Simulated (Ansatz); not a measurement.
Start from `CC(C)[Si](Cl)(Cl)Cl` and change one atom or group to get `Cl[Si](Cl)(Cl)[SnH3]`.

Ansatz, PBE0-D4/def2-TZVP geometries, multiplicity 1. Each molecule was computed in one conformer, which needn't be the lowest.

Elements past krypton have def2 core potentials.

```tsv
property	`CC(C)[Si](Cl)(Cl)Cl`
zero-point energy (PBE0-D4/def2-TZVP) / kJ/mol	261.9
HOMO energy (PBE0/def2-TZVPP) / eV	-8.65
HOMO–LUMO gap (B3LYP/def2-TZVPP) / eV	8.50
HOMO–LUMO gap (PBE/def2-TZVPP) / eV	6.65
size of the dipole moment (B3LYP/def2-TZVPP) / D	2.16
LUMO energy (ωB97M-V/def2-TZVPP) / eV	2.25
```

(1) What does the change do to each property? (Estimate.)

Results:

(1) The calculation gave: 
| property | `Cl[Si](Cl)(Cl)[SnH3]` | shift |
| --- | --- | --- |
| zero-point energy (PBE0-D4/def2-TZVP) / kJ/mol | 68.8 | -193.1 |
| HOMO energy (PBE0/def2-TZVPP) / eV | -8.21 | 0.44 |
| HOMO–LUMO gap (B3LYP/def2-TZVPP) / eV | 6.94 | -1.56 |
| HOMO–LUMO gap (PBE/def2-TZVPP) / eV | 5.42 | -1.23 |
| size of the dipole moment (B3LYP/def2-TZVPP) / D | 1.56 | -0.60 |
| LUMO energy (ωB97M-V/def2-TZVPP) / eV | 0.87 | -1.38 |

With PBE0 the HOMO rises by 0.44 eV and the LUMO falls by 1.10 eV, so the gap narrows by about 1.54 eV. PBE moves the HOMO by 0.28 eV and ωB97M-V by 0.65 eV. The zero-point energy changes by -193.1 kJ/mol with -18 modes. Dipoles are sizes alone; their direction can turn.

B3LYP here is the variant with VWN-RPA as its local correlation; programs differ in this.
